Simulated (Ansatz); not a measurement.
Calculation: frozen-core CCSD(T)/cc-pVDZ // B3LYP-D3(BJ)/def2-SVP in Ansatz (a program for electronic structure). The restricted HF reference is unstable towards unrestricted orbitals.

Ansatz 0.2 input:
```yaml
crystal:
  periodic: [false, false, false]
  atoms:
    - { symbol: O, position_ang: [0.06648, 3.141227, -0.44198] }
    - { symbol: C, position_ang: [-0.60164, 2.127314, -0.370416] }
    - { symbol: C, position_ang: [0.038146, 0.827351, -0.114091] }
    - { symbol: C, position_ang: [-0.494925, -0.419886, 0.005544] }
    - { symbol: C, position_ang: [-1.948277, -0.822133, -0.096354] }
    - { symbol: F, position_ang: [-2.112441, -1.718202, -1.085463] }
    - { symbol: F, position_ang: [-2.781599, 0.198694, -0.334712] }
    - { symbol: F, position_ang: [-2.346388, -1.411665, 1.0448] }
    - { symbol: C, position_ang: [0.462428, -1.52419, 0.268619] }
    - { symbol: C, position_ang: [1.768915, -1.189323, 0.364326] }
    - { symbol: Si, position_ang: [1.914051, 0.672287, 0.114055] }
    - { symbol: H, position_ang: [-1.704533, 2.162722, -0.496838] }
    - { symbol: H, position_ang: [0.082712, -2.545071, 0.37285] }
    - { symbol: H, position_ang: [2.536747, -1.941853, 0.556223] }
    - { symbol: H, position_ang: [2.692443, 1.049612, -1.095269] }
    - { symbol: H, position_ang: [2.427881, 1.393117, 1.308704] }
basis:
  gaussian: { orbitals: cc-pVDZ }
correlation:
  method: ccsd_t
```

Output:

```
Functional definition: HF
1703 factors; integrals over basis functions are off by at most 1.1e-3 eV
mean field evaluation 1: about -24270.7244 eV, gradient 5.7e1 eV
mean field evaluation 2: about -24271.1402 eV, gradient 5.8e1 eV
mean field evaluation 4: about -24278.7324 eV, gradient 6.6e0 eV
mean field evaluation 8: about -24278.9164 eV, gradient 6.2e-1 eV
mean field evaluation 16: about -24278.9204 eV, gradient 5.1e-6 eV
mean field -24278.92036542 eV, -892.2338665860 hartree, gradient 5.1e-6 eV, S^2 0.000000; 0 other end points of the search recorded, 0 dependent functions left out; unrestricted orbitals would lower it
15 core orbitals not correlated
reference -24278.92036542 eV, -892.2338665860 hartree; 30, 30 occupied and 138, 138 virtual orbitals, 1703 factors
second order -43.55578131 eV of doubles, -0.00000000 eV of singles
cycle   1  -43.57607882 eV  change   -2.0e-2 eV  update   1.7e-1
cycle   2  -44.72405160 eV  change    -1.1e0 eV  update   5.3e-2
cycle   3  -45.04133485 eV  change   -3.2e-1 eV  update   2.8e-2
cycle   4  -45.03554968 eV  change    5.8e-3 eV  update   7.8e-3
cycle   5  -45.02973805 eV  change    5.8e-3 eV  update   3.8e-3
cycle   6  -45.03251344 eV  change   -2.8e-3 eV  update   1.2e-3
cycle   7  -45.03230394 eV  change    2.1e-4 eV  update   5.7e-4
cycle   8  -45.03191566 eV  change    3.9e-4 eV  update   2.2e-4
cycle   9  -45.03194464 eV  change   -2.9e-5 eV  update   1.1e-4
cycle  10  -45.03204852 eV  change   -1.0e-4 eV  update   4.2e-5
cycle  11  -45.03198333 eV  change    6.5e-5 eV  update   1.7e-5
perturbative correction -1.52309903 eV, -0.0559728568 hartree
Total energy: -24325.47544778 eV, -893.9447343064 hartree
```

Cost: around 8 core-minutes (rough).
